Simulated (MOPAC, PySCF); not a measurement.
H₄Ge, SMILES `[GeH4]`, neutral singlet in the gas phase. 

Cartesian coordinates (Å):
```xyz
5

Ge     0.0000     0.0000     0.0000
H     -0.7883    -0.6243    -1.1529
H      0.1620     1.5011    -0.2469
H      1.3802    -0.6543     0.0873
H     -0.7538    -0.2225     1.3126
```
Charge 0, multiplicity 1.

All levels are single points at this geometry (r2SCAN-D4/def2-TZVP); Pople sets use spherical d functions. Orbital energies aren't observables, and empty levels follow the basis.

PM6 in MOPAC gives gap (eV) = 14.51.

Problem. Estimate the gap (eV) from each of these levels: PBE-D3(BJ)/def2-TZVP in PySCF; r2SCAN-D4/def2-TZVP in PySCF; B3LYP/3-21G in PySCF; B3LYP/6-311+G** (LANL2DZ on Ge) in PySCF; B3LYP/6-31G* in PySCF; BP86/6-31G* in PySCF; PBE/6-31G* in PySCF; SVWN5/6-31G* in PySCF; HF/6-31G* in PySCF; HF/STO-3G in PySCF; PM3 in MOPAC; PM7 in MOPAC.

Solution. 
| level | gap (eV) |
|---|---|
| PBE-D3(BJ)/def2-TZVP in PySCF | 8.58 |
| r2SCAN-D4/def2-TZVP in PySCF | 9.48 |
| B3LYP/3-21G in PySCF | 11.23 |
| B3LYP/6-311+G** (LANL2DZ on Ge) in PySCF | 10.50 |
| B3LYP/6-31G* in PySCF | 10.98 |
| BP86/6-31G* in PySCF | 9.43 |
| PBE/6-31G* in PySCF | 9.34 |
| SVWN5/6-31G* in PySCF | 9.25 |
| HF/6-31G* in PySCF | 17.23 |
| HF/STO-3G in PySCF | 25.30 |
| PM3 in MOPAC | 12.73 |
| PM7 in MOPAC | 13.20 |
